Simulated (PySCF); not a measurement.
**Broadened absorption spectrum of C6H10O**

C6H10O.
SMILES: `O(C/C=C\C=C)C`

Computed, not measured: TDDFT CAM-B3LYP/def2-SVPD, vertical, gas phase, core orbitals frozen in the response (PySCF 2.14.0, density-fitted response routines). Isolated species at its PBE0-D3(BJ)/def2-SVP geometry (one conformer only). Torsions of this conformer, `[CH2:1]=[CH:2]/[CH:3]=[CH:4]\[CH2:5][O:6][CH3:7]`: C1–C2–C3–C4 180°, C3–C4–C5–O6 -177°, C4–C5–O6–C7 180°.

Computed states:

| state | E (eV) | f |
| --- | --- | --- |
| S1 | 5.53 | 0.631 |
| S2 | 6.56 | 0.011 |
| S3 | 6.67 | 0.117 |
| S4 | 6.76 | 0.012 |
| S5 | 7.10 | 0.0024 |
| S6 | 7.15 | 0.0003 |
| S7 | 7.39 | 0.054 |
| S8 | 7.44 | 0.025 |
| S9 | 7.71 | 0.0008 |
| S10 | 7.99 | 0.0047 |

Each state is given a Gaussian of 0.25 eV full width at half maximum, with ε(max) = 2.175×10⁸ f / Δν̃ (Δν̃ the width in cm⁻¹). The width is an assumption, not a result. The curve ends short of the highest state used, and states not computed would add to its high-energy end.

**Question.** What does the envelope look like, and where are its maxima?

**Answer.** 
```tsv
E (eV)	ε (L mol⁻¹ cm⁻¹)
5.16	140
5.22	869
5.29	4903
5.35	15276
5.41	34586
5.48	59925
5.54	67910
5.61	52481
5.67	29770
5.73	12270
5.80	2914
5.86	601
5.93	64
5.99	7
6.05	1
6.12	0
6.18	3
6.24	18
6.31	120
6.37	475
6.44	1793
6.50	4402
6.56	8497
6.63	13124
6.69	14062
6.76	10574
6.82	6050
6.88	2622
6.95	779
7.01	364
7.07	367
7.14	666
7.20	1516
7.27	3799
7.33	6462
7.39	8198
```

Maxima: 224 nm (5.53 eV), ε about 68000, made up of S1 (100%); 186 nm (6.67 eV), ε about 14000, made up of S3 (89%) (ε in L mol⁻¹ cm⁻¹; maxima over ε = 5, shares over 10%). At its high-energy end, 7.39 eV, the curve is still rising (ε about 8200, from S7 and S8).

**Question.** What would ε be at 5.53 eV, the highest of these maxima, with half the width (0.125 eV)?

**Answer.** About 136000 L mol⁻¹ cm⁻¹ against 68000, a factor of about 2.00; a lone state at its own centre would give exactly 2.

**Question.** On this curve, what absorbance would a 10⁻³ mol/L sample give at 222 nm over a 1 cm path?

**Answer.** 222 nm is 5.585 eV, where ε is about 61000 L mol⁻¹ cm⁻¹, so A = ε c l ≈ 61 (Beer–Lambert, with the gas-phase spectrum and the assumed width).

All these states lie below the vertical ionisation energy of 8.55 eV (ΔSCF).

Time: 74 s of wall time. Hardware: an x86-64 server with one thread (shared host).
